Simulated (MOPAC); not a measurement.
MOPAC input (PM7):

```
PM7 1SCF CHARGE=1 GEO-OK AUX(PRECISION=9) THREADS=1
H4BS3

S     1.63749300 1   -0.85657000 1    0.01723100 1
B     0.15035000 1    0.09925500 1    0.06931400 1
S    -0.30613800 1    1.75408800 1    0.49482100 1
S    -1.37470600 1   -0.90903700 1   -0.62550900 1
H     2.47409700 1    0.11623200 1    0.42400900 1
H     0.92844000 1    2.19233700 1    0.80380900 1
H    -1.14427300 1   -2.09746600 1   -0.02354300 1
H    -2.31640300 1   -0.52307700 1    0.26447400 1
```

Output:

```
 *******************************************************************************
 **                                                                           **
 **                              MOPAC v23.2.5                                **
 **                                                                           **
 *******************************************************************************
 ** MOPAC's Digital Object Identifier: https://doi.org/10.5281/zenodo.6511958 **
 **                                                                           **
 ** Please cite the open-source release paper for use of this MOPAC version:  **
 ** J. E. Moussa and J. J. P. Stewart (2026)                                  **
 ** MOPAC: An open-source semiempirical molecular orbital program             **
 ** J. Open Source Softw., 11(119), 8025, https://doi.org/10.21105/joss.08025 **
 *******************************************************************************

                              PM7 CALCULATION RESULTS

 *******************************************************************************
 *  PM7        - The PM7 Hamiltonian to be used
 *  GEO-OK     - OVERRIDE INTERATOMIC DISTANCE AND OTHER SAFETY CHECKS
 *
 *
 *
 *                 CHARGE ON SYSTEM = +1
 *
 *
 *
 *  1SCF       - DO 1 SCF AND THEN STOP
 *  AUX        - OUTPUT AUXILIARY INFORMATION
 *******************************************************************************
PM7 1SCF CHARGE=1 GEO-OK AUX(PRECISION=9) THREADS=1
 H4BS3

   ATOM   CHEMICAL          X               Y               Z
  NUMBER   SYMBOL      (ANGSTROMS)     (ANGSTROMS)     (ANGSTROMS)

     1       S          1.63749300  *  -0.85657000  *   0.01723100  *
     2       B          0.15035000  *   0.09925500  *   0.06931400  *
     3       S         -0.30613800  *   1.75408800  *   0.49482100  *
     4       S         -1.37470600  *  -0.90903700  *  -0.62550900  *
     5       H          2.47409700  *   0.11623200  *   0.42400900  *
     6       H          0.92844000  *   2.19233700  *   0.80380900  *
     7       H         -1.14427300  *  -2.09746600  *  -0.02354300  *
     8       H         -2.31640300  *  -0.52307700  *   0.26447400  *

          CARTESIAN COORDINATES

    NO.       ATOM           X           Y           Z

     1         S          1.6375     -0.8566      0.0172
     2         B          0.1504      0.0993      0.0693
     3         S         -0.3061      1.7541      0.4948
     4         S         -1.3747     -0.9090     -0.6255
     5         H          2.4741      0.1162      0.4240
     6         H          0.9284      2.1923      0.8038
     7         H         -1.1443     -2.0975     -0.0235
     8         H         -2.3164     -0.5231      0.2645

 General Reference for PM7:
 "Optimization of Parameters for Semiempirical Methods VI: More Modifications to the
 NDDO Approximations and Re-optimization of Parameters", J. J. P. Stewart, J. Mol. Mod., 1:32, 19 (2013)
 https://link.springer.com/article/10.1007/s00894-012-1667-x

           Empirical Formula: H4 S3 B  =     8 atoms

      MOLECULAR POINT GROUP   :   Cs

      RHF CALCULATION, NO. OF DOUBLY OCCUPIED LEVELS = 12

 -------------------------------------------------------------------------------
 PM7 1SCF CHARGE=1 GEO-OK AUX(PRECISION=9) THREADS=1
 H4BS3

     1SCF WAS SPECIFIED, SO BFGS WAS NOT USED
     SCF FIELD WAS ACHIEVED

                              PM7 CALCULATION
                                                       MOPAC v23.2.5 Linux

          FINAL HEAT OF FORMATION =        145.79051 KCAL/MOL =     609.98749 KJ/MOL

          COSMO AREA              =        132.52 SQUARE ANGSTROMS
          COSMO VOLUME            =        124.79 CUBIC ANGSTROMS

          IONIZATION POTENTIAL    =         13.535641 EV
          HOMO LUMO ENERGIES (EV) =        -13.536 -6.892
          NO. OF FILLED LEVELS    =         12
          MOLECULAR WEIGHT        =        111.0216         POINT GROUP:  Cs

          MOLECULAR DIMENSIONS (Angstroms)

            Atom       Atom       Distance
            H     7    H     6     4.83560
            H     8    H     5     4.04624
            H     5    S     4     0.81030

          SCF CALCULATIONS        =          1

   ATOM   CHEMICAL          X               Y               Z
  NUMBER   SYMBOL      (ANGSTROMS)     (ANGSTROMS)     (ANGSTROMS)

     1       S          1.63749300  *  -0.85657000  *   0.01723100  *
     2       B          0.15035000  *   0.09925500  *   0.06931400  *
     3       S         -0.30613800  *   1.75408800  *   0.49482100  *
     4       S         -1.37470600  *  -0.90903700  *  -0.62550900  *
     5       H          2.47409700  *   0.11623200  *   0.42400900  *
     6       H          0.92844000  *   2.19233700  *   0.80380900  *
     7       H         -1.14427300  *  -2.09746600  *  -0.02354300  *
     8       H         -2.31640300  *  -0.52307700  *   0.26447400  *

                             CARTESIAN COORDINATES

   1    S        1.637493000    -0.856570000     0.017231000
   2    B        0.150350000     0.099255000     0.069314000
   3    S       -0.306138000     1.754088000     0.494821000
   4    S       -1.374706000    -0.909037000    -0.625509000
   5    H        2.474097000     0.116232000     0.424009000
   6    H        0.928440000     2.192337000     0.803809000
   7    H       -1.144273000    -2.097466000    -0.023543000
   8    H       -2.316403000    -0.523077000     0.264474000

           Empirical Formula: H4 S3 B  =     8 atoms

      MOLECULAR POINT GROUP   :   Cs

                  EIGENVALUES
 -33.05335 -31.21388 -30.29821 -20.46913 -19.89302 -18.24459 -17.60976 -16.59438
 -15.93310 -15.09579 -15.03284 -13.53564  -6.89182  -6.68795  -6.52062  -6.06396
  -5.98425  -5.95442  -5.74614  -5.51178  -5.18258  -5.03616  -4.77450  -4.67406
  -4.63628  -4.60449  -4.58849  -4.47635  -4.40958  -3.93468  -2.96929  -2.44494
  -1.74322  -1.39042  -1.05085

              NET ATOMIC CHARGES AND DIPOLE CONTRIBUTIONS

  ATOM NO.   TYPE          CHARGE      No. of ELECS.   s-Pop       p-Pop       d-Pop
    1          S          -0.026616        6.0266     1.87397     4.01966     0.13298
    2          B           0.012262        2.9877     0.59901     2.38873
    3          S          -0.026616        6.0266     1.87397     4.01966     0.13298
    4          S           0.362324        5.6377     1.79394     3.65615     0.18759
    5          H           0.179603        0.8204     0.82040
    6          H           0.179603        0.8204     0.82040
    7          H           0.159720        0.8403     0.84028
    8          H           0.159720        0.8403     0.84028
 DIPOLE           X         Y         Z       TOTAL
 POINT-CHG.    -2.281    -1.727     0.155     2.865
 HYBRID         0.570     0.301     0.677     0.935
 SUM           -1.711    -1.426     0.832     2.378

          ATOMIC ORBITAL ELECTRON POPULATIONS

     Atom    s        px        py        pz      x^2-y^2     xz        z^2       yz        xy
    1  S   1.87397   1.10682   1.30756   1.60528   0.00827   0.01642   0.02127   0.01688   0.07014
    2  B   0.59901   0.83786   0.86214   0.68873
    3  S   1.87397   1.25063   1.18175   1.58728   0.04626   0.01319   0.02279   0.01820   0.03255
    4  S   1.79394   1.14217   1.06916   1.44482   0.04702   0.06166   0.00720   0.04836   0.02335
    5  H   0.82040
    6  H   0.82040
    7  H   0.84028
    8  H   0.84028

 **********************
 *                    *
 * JOB ENDED NORMALLY *
 *                    *
 **********************

 == MOPAC DONE ==
```

The dipole moment of an ion depends on the origin.

The geometry given is a B3LYP-D3(BJ)/def2-TZVP minimum.
